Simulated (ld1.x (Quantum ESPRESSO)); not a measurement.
The numbers below are computed, except where a source is named.
Potentials for Se (Z = 34) compared

Generated with ld1.x 7.5 (TM, RRKJ, ultrasoft, PAW), atompaw 4.2 or ONCVPSP 4.0.1. The cutoff is in Ry: for ld1.x and atompaw files where the sum of valence levels is converged to 10 mRy in a Bessel basis, for ONCV files where the hardest occupied wave has 1 mHa per electron of residual kinetic energy. The error is the largest all-electron minus pseudo excitation energy over each file’s own four to seven test configurations (ionisations up to +4, promotions, holes and added fractions of an electron), all of which were solved. The labels leave out finer settings (local radius, basis sizes, second energies), which also bear on the numbers. Spin-polarised tests are not counted. The rows are a selection from randomly drawn settings: files with unsolved tests, undetermined cutoffs or missed reference levels are left out.

```csv
potential,cutoff (Ry),largest error (meV),bound ghosts
"RRKJ, PW91, scalar-relativistic, rc 1.35/1.65 (sp), local s, core correction yes, reference 4s2 4p3.5",45,-94,none
"TM, PBE, scalar-relativistic, rc 1.45/1.90 (sp), local s, core correction yes, reference 4s1.5 4p4.5",35,-46,none
"TM semilocal, revPBE, scalar-relativistic, rc 1.40/1.75/1.10 (spd), local s, core correction yes, reference 3d10 4s1.75 4p4.25",230,-573,none
```

Question: Fill in the row for Se: TM, PBEsol, fully relativistic, rc 1.30/1.95/2.05 (spd), local smoothed, core correction no, reference 4s1.5 4p4.5.

Answer: cutoff 40 Ry, largest error -19 meV, bound ghosts: none.

Question: Fill in the row for Se: RRKJ, LDA (PZ), fully relativistic, rc 1.55/1.65/1.75 (spd), local smoothed, core correction yes, reference 4s2 4p4.

Answer: cutoff 50 Ry, largest error -82 meV, bound ghosts: none.
